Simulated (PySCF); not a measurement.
H5PSn. Atoms are numbered in the order given.

```xyz
7

Sn    -0.5916     0.0013     0.0000
P      1.9353    -0.1201     0.0000
H     -1.1687    -0.8111     1.4022
H     -1.1687    -0.8111    -1.4022
H     -1.1816     1.6190     0.0000
H      2.0346     0.8702     1.0308
H      2.0346     0.8702    -1.0308
```
Charge 0, spin multiplicity 1.

The structure is a stationary point at PBE-D3(BJ)/def2-TZVP. The def2 effective core potentials stand for the cores of Sn; spin–orbit coupling is left out.

Calculation: PBE0/def2-TZVPD in PySCF.

Mulliken values depend strongly on the basis, most of all with diffuse functions as here. ESP charges are fitted to the potential on shells at 1.4 to 2.0 van der Waals radii. Atomic charges (e):

```
atom  Mulliken  ESP fit
----  --------  -------
Sn1       0.29        …
P2       -0.46        …
H3       -0.04        …
H4       -0.04        …
H5       -0.03        …
H6        0.14        …
H7        0.14        …
```

**Question.** What belongs in the gaps? (Estimate from the structure and the level; the computed values follow.)

**Answer.** 
- Sn1, ESP fit: 0.33
- P2, ESP fit: -0.23
- H3, ESP fit: -0.07
- H4, ESP fit: -0.07
- H5, ESP fit: -0.10
- H6, ESP fit: 0.07
- H7, ESP fit: 0.07
